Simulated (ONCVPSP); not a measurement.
# u(r) = r·R(r): atom against pseudo-atom (technetium)

Columns: radius, all-electron u(r) and pseudo u(r) of the 4d shell (level -18.19 eV) of technetium in the configuration [Ar] 3d10 4s2 4p6 4d5 5s0.5; PBE, scalar-relativistic, ONCV scheme, ONCVPSP 4.0.1.

```tsv
r (bohr)	all-electron	pseudo
0.123	-0.2140	0.0029
0.245	-0.3947	0.0221
0.368	-0.2830	0.0700
0.490	-0.0305	0.1512
0.613	0.2390	0.2644
0.735	0.4641	0.3982
0.858	0.6320	0.5396
0.980	0.7409	0.6697
1.103	0.8020	0.7755
1.225	0.8253	0.8452
1.348	0.8217	0.8764
1.470	0.7999	0.8715
1.593	0.7658	0.8376
1.715	0.7248	0.7842
1.838	0.6795	0.7201
1.960	0.6330	0.6553
2.083	0.5861	0.5951
2.205	0.5406	0.5428
2.328	0.4965	0.4967
2.450	0.4549	0.4548
2.573	0.4153	0.4153
2.695	0.3786	0.3786
2.818	0.3441	0.3441
2.940	0.3125	0.3124
3.063	0.2830	0.2830
3.185	0.2561	0.2561
```

Task: How many radial nodes do the two functions have?

Result: The all-electron 4d function has n − l − 1 = 1; the pseudo-wave has 0, since the states of the same l below it are removed with the core.

Task: At about which radius was the pseudo-wave matched?

Result: 2.45 bohr. The columns agree to 0.0005 from 2.33 bohr on; several derivatives are matched, so the curves merge somewhat inside the radius.

Task: Is the pseudo-wave norm-conserving?

Result: Yes: the ONCV scheme keeps the norm inside the radius equal to the all-electron one, which fixes the energy derivative of the logarithmic derivative at the level.
